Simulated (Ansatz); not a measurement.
Computed with Ansatz on PBE0-D4/def2-TZVP structures; ΔE is electronic, products minus reactants. CBS: MP2 limit from def2 TZ/QZ plus the TZ coupled-cluster correction, frozen cores. Functionals use def2-TZVPP. B3LYP here is the variant with VWN-RPA as its local correlation; programs differ in this. HSE06 is defined as in plane-wave codes. Elements past krypton have def2 core potentials. For I outer-core shells are correlated without core-valence functions, which leaves a few kJ/mol of doubt a bond. One conformer a species, not always the lowest.

Reaction (ligand exchange at a B–C bond): `CB(F)CI` + silanol → `CB(F)O[SiH3]` + `CI`

| level | ΔE (kcal/mol) | difference from CCSD(T)/CBS |
| --- | --- | --- |
| LDA (SPW92) | -30.0 | 0.8 |
| PBE-D4 | -29.3 | 1.5 |
| revPBE-D4 | -28.9 | 1.9 |
| BLYP-D4 | -31.2 | -0.4 |
| r2SCAN-D4 | -31.4 | -0.6 |
| B97M-V | -32.1 | -1.3 |
| PBE0-D4 | -30.4 | 0.4 |
| B3LYP-D4 | -32.0 | -1.2 |
| r2SCANh-D4 | -31.6 | -0.8 |
| r2SCAN0-D4 | -31.9 | -1.1 |
| HSE06-D4 | -30.4 | 0.4 |
| BHLYP-D4 | -33.4 | -2.6 |
| CAM-B3LYP-D4 | -33.2 | -2.4 |
| ωB97X-V | -31.8 | -1.0 |
| ωB97M-V | -31.5 | -0.7 |
| B2PLYP | -32.4 | -1.6 |
| PBE-QIDH | -31.2 | -0.4 |
| PBE | -30.0 | 0.8 |
| revPBE | -30.0 | 0.8 |
| BLYP | -32.5 | -1.7 |
| r2SCAN | -31.5 | -0.7 |
| B3LYP | -33.1 | -2.3 |
| r2SCANh | -31.8 | -1.0 |
| HSE06 | -30.9 | -0.1 |
| BHLYP | -34.3 | -3.5 |
| CAM-B3LYP | -33.8 | -3.0 |
| LC-ωPBE | -31.9 | -1.1 |
| RPA@PBE/def2-TZVPP | -30.5 | 0.3 |
| MP2/def2-SVP | -35.3 | -4.5 |
| CCSD/def2-SVP | -35.9 | -5.1 |
| CCSD(T)/def2-SVP | -35.5 | -4.7 |
| HF/def2-TZVPP | -36.5 | -5.7 |
| MP2/def2-TZVPP | -30.4 | 0.4 |
| SCS-MP2/def2-TZVPP | -31.5 | -0.7 |
| CCSD(T)/def2-TZVPP | -31.1 | -0.3 |
| HF/def2-QZVPP | -36.7 | -5.9 |
| MP2/def2-QZVPP | -30.3 | 0.5 |
| SCS-MP2/def2-QZVPP | -31.4 | -0.6 |
| MP2/CBS(def2) | -30.1 | 0.7 |
| CCSD/CBS(def2) | -31.5 | -0.7 |
| CCSD(T)/CBS | -30.8 | 0 |

Largest T1 diagnostic among the species: 0.012.

Leaving LDA and LC-ωPBE aside and taking each functional with its dispersion term where it has one, the values spread over 4.5 kcal/mol, from BHLYP-D4 to revPBE-D4. From BLYP to BHLYP (50 % exact exchange), in def2-TZVPP and without D4, ΔE moves by −1.9 kcal/mol.

CCSD(T)/CBS has its own doubt, a few kJ/mol and more with outer-core shells, so smaller differences from it don't rank the levels.
